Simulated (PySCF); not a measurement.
Run record: excited-state job, `COC(=O)[C@@H]1C=NCC1`.

Computed with TDDFT PBE0/def2-SVPD, vertical, gas phase, core orbitals frozen in the response (PySCF 2.14.0, density-fitted response routines). Geometry: GFN2-xTB. The input is one job of a driver script: a line of settings, then coordinates in Å.

Command:
```bash
OMP_NUM_THREADS=1 python probes_run.py task.json out
```

Input:
```
{"job": {"kind": "uv", "xc": "PBE0", "basis": "def2-SVPD", "nstates": 6, "ntriplets": 2}, "charge": 0, "multiplicity": 1}
C      2.635307     0.208363     0.912789
O      1.277476    -0.019017     0.563140
C      0.978709     0.058838    -0.736935
O      1.781867     0.307846    -1.596871
C     -0.502190    -0.140335    -0.987043
C     -1.193392     1.175730    -0.670964
N     -1.976865     1.164093     0.306859
C     -2.028269    -0.145666     0.901088
C     -1.210119    -1.092099    -0.012376
H      3.019944     1.083012     0.385130
H      2.652032     0.367001     1.988150
H      3.243286    -0.658744     0.646299
H     -0.627245    -0.403053    -2.039457
H     -1.006841     2.070451    -1.241052
H     -1.604533    -0.072059     1.905901
H     -3.072606    -0.447296     0.999812
H     -0.504491    -1.685807     0.563001
H     -1.870828    -1.764939    -0.557476
```

Output:
```
coarse grid: 15336 points
cycle   1  E = -438.2299223775  dE =  1.465e+00  |g| = 8.625e-01  |ddm| = 6.622e+00
cycle   2  E = -437.8774972771  dE =  3.524e-01  |g| = 1.615e+00  |ddm| = 3.757e+00
cycle   3  E = -438.3688295800  dE = -4.913e-01  |g| = 2.357e-01  |ddm| = 2.662e+00
cycle   4  E = -438.3786744571  dE = -9.845e-03  |g| = 9.081e-02  |ddm| = 4.185e-01
cycle   5  E = -438.3800947253  dE = -1.420e-03  |g| = 2.193e-02  |ddm| = 1.236e-01
cycle   6  E = -438.3801913982  dE = -9.667e-05  |g| = 8.288e-03  |ddm| = 4.808e-02
cycle   7  E = -438.3802048430  dE = -1.344e-05  |g| = 3.004e-03  |ddm| = 1.859e-02
cycle   8  E = -438.3802067239  dE = -1.881e-06  |g| = 5.809e-04  |ddm| = 6.739e-03
final grid: 149008 points
cycle   9  E = -438.4529356880  dE = -3.517e-05  |g| = 1.312e-02  |ddm| = 1.723e-01
cycle  10  E = -438.4528907398  dE =  4.495e-05  |g| = 2.017e-02  |ddm| = 5.115e-02
cycle  11  E = -438.4529698856  dE = -7.915e-05  |g| = 2.660e-03  |ddm| = 3.000e-02
cycle  12  E = -438.4529712195  dE = -1.334e-06  |g| = 4.753e-04  |ddm| = 3.324e-03
cycle  13  E = -438.4529712581  dE = -3.861e-08  |g| = 1.691e-04  |ddm| = 7.326e-04
cycle  14  E = -438.4529712640  dE = -5.891e-09  |g| = 3.799e-05  |ddm| = 3.532e-04
cycle  15  E = -438.4529712642  dE = -2.678e-10  |g| = 1.697e-05  |ddm| = 1.286e-04
converged SCF energy = -438.4529712642

Static polarisability (au): isotropic 80.669, principal 69.334 78.632 94.043

Singlet excitations
state   eV       nm        f      main configurations
  1   5.2054    238.2   0.00465   H->L 0.90
  2   5.6487    219.5   0.00815   H-1->L 0.69, H-2->L 0.10
  3   6.7194    184.5   0.01485   H->L+1 0.47, H-1->L 0.20, H->L+2 0.17
  4   7.0554    175.7   0.07345   H-2->L 0.71, H->L+1 0.14
  5   7.1173    174.2   0.00428   H->L+2 0.75, H->L+1 0.15
  6   7.2012    172.2   0.08472   H-1->L+1 0.57, H->L+1 0.11

Triplet excitations (Tamm-Dancoff, eV): 4.3776 4.7451
```

The SCF starts on a coarse grid where the log names one; the energy can jump when the final grid takes over, and dE then counts from the start density on the new grid. H and L stand for HOMO and LUMO; the number after each pair is its weight.

Give S1 in cm⁻¹ and kJ/mol.

5.2054 eV × 8065.54 = 41984 cm⁻¹; × 96.485 = 502.2 kJ/mol.

Which computed singlet has the largest oscillator strength, and what do all of them sum to?

State 6 at 7.20 eV (172 nm), f = 0.085; the 6 states sum to 0.190.

Summary of the converged run: HOMO -7.60 eV, LUMO -0.63 eV; lowest singlet 5.21 eV; lowest triplet 4.38 eV (Tamm–Dancoff); mean polarisability 80.7 au.

How long does this job take on one thread of an Arm Neoverse V2, no GPU, shared host with 96 logical CPUs at a one-minute load of 28? And the peak memory of the process?

About 44 s, with 1.0 GiB resident at the peak, the Python interpreter and its libraries included.

One conformer stands for the species.
Labels such as C1 count atoms from 1, the log's own numbers from 0.
